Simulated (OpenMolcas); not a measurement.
**SiHCl2F (SMILES F[SiH](Cl)Cl): methods side by side**

SiHCl2F: 5 atoms, total charge 0, spin state singlet. SMILES: `F[SiH](Cl)Cl`. The coordinates come from a PBE0-D4/def2-TZVP relaxation.

Quantity: the dipole moment, in D. The values are calculated.

| level | kind | program | value (D) | CPU time |
| --- | --- | --- | --- | --- |
| HF/def2-SVPD | Hartree–Fock | OpenMolcas | 1.25 | 23 s |
| BLYP/def2-SVPD | GGA | OpenMolcas | 1.03 | 35 s |
| PBE/def2-SVPD | GGA | OpenMolcas | 1.02 | 38 s |
| r2SCAN/def2-SVPD | meta-GGA | OpenMolcas | 1.05 | 40 s |
| B3LYP/def2-SVPD | global hybrid | OpenMolcas | 1.10 | 57 s |
| BHLYP/def2-SVPD | global hybrid | OpenMolcas | 1.19 | 66 s |
| M06-2X/def2-SVPD | hybrid meta-GGA | OpenMolcas | 1.16 | 81 s |
| PBE0/def2-SVPD | global hybrid | OpenMolcas | 1.11 | 53 s |

The values span 1.02 to 1.25 D. Magnitudes only. CPU times are rough (shared hosts, several kinds of processor and program).
